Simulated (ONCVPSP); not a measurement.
## Cutoff test, neon (Ne), ONCV

```json
{
 "Element": "neon",
 "Generator": "ONCVPSP 4.0.1",
 "Type": "optimised norm-conserving Vanderbilt (ONCV)",
 "Functional": "Wu-Cohen",
 "Relativity": "scalar-relativistic",
 "Frozen core": "[He]",
 "Valence charge": "8",
 "Reference configuration": "2s2 2p6",
 "Partial waves": "2s: rc 0.40 bohr, ncon 3, nbas 6, qcut 16.4 1/bohr, local; 2p: rc 0.75 bohr, ncon 3, nbas 7, qcut 12.4 1/bohr, 1 projector; d scattering state at 0.08 Ha: rc 0.75 bohr, ncon 3, nbas 7, qcut 10.8 1/bohr, 2 projectors, debl 2.6 Ha",
 "Local potential": "the s channel",
 "Core correction": "none"
}
```

For each optimised wave give the share of its norm inside rc, the residual kinetic energy above qcut (Ha) and the cutoffs (Ha) for errors of 10, 1, 0.1 and 0.01 mHa per electron.

| wave | norm inside rc | residual KE | 10 mHa | 1 mHa | 0.1 mHa | 0.01 mHa |
| --- | --- | --- | --- | --- | --- | --- |
| 2s | 0.064 | 2.3e-02 | 260.3 | 618.3 | 1185.2 | not reached |
| 2p | 0.417 | 7.0e-04 | 57.9 | 74.2 | 269.1 | not reached |
| d projector 1 | 0.000 | 2.6e-09 | 0.1 | 0.2 | 0.6 | 2.9 |
| d projector 2 | 0.017 | 7.1e-05 | 17.7 | 36.5 | 55.7 | 108.2 |

The occupied waves need 618 Ha and 1185 Ha for 1 and 0.1 mHa. Rows with under 1 % of the norm inside rc give no meaningful cutoff.
